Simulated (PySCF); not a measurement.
Computed properties of Si(OH)2 (H2O2Si), SMILES O[Si]O

Si(OH)2 (H2O2Si), SMILES O[Si]O (connectivity only; charge and spin as stated), neutral, multiplicity 1. Geometry optimised at B3LYP-D3(BJ)/def2-TZVP. Other conformers were not sampled. All values are computed for the isolated molecule unless a solvent is named; none is compared with measurement here.

**Structure.** The optimised structure has Cs symmetry. All 9 harmonic modes at B3LYP-D3(BJ)/def2-TZVP (PySCF) are real, so it is a minimum. With heavy atoms numbered as in [Si:1]([OH:2])[OH:4], the shortest bond between them is Si1–O2 at 1.648 Å and the longest Si1–O4 at 1.670 Å.

**Vibrations.** The strongest infrared lines (harmonic, unscaled, degenerate partners summed) lie at 839 cm⁻¹ (211 km/mol, O 46 %, Si 35 %, H 18 %), 448 cm⁻¹ (192 km/mol, H 91 %, O 9 %), 794 cm⁻¹ (140 km/mol, H 73 %, O 24 %). The softest mode is at 322 cm⁻¹ and the zero-point energy is 17.5 kcal/mol.

**Electronic structure.** CAM-B3LYP/def2-TZVPD (PySCF) places the frontier levels at -8.56 and -0.19 eV, a gap of 8.37 eV, and gives a dipole moment of 1.76 D and a mean polarisability of 39.6 bohr³.

**Excitations.** TDA-ωB97X/def2-SVPD (PySCF) has S1 at 5.47 eV (227 nm, f = 0.199, bright); the most intense of the 10 singlets computed lies at 7.96 eV (f = 0.28). T1 (TDA) is at 3.23 eV, 2.24 eV under S1. No vertical singlet excitation falls in the visible range (under 3.1 eV).

**NMR.** GIAO shifts at PBE0/pcSseg-2 (PySCF) (non-relativistic, atoms alike by connectivity averaged): ¹H at 5.0 ppm against TMS; ²⁹Si at 83.2 ppm against TMS.
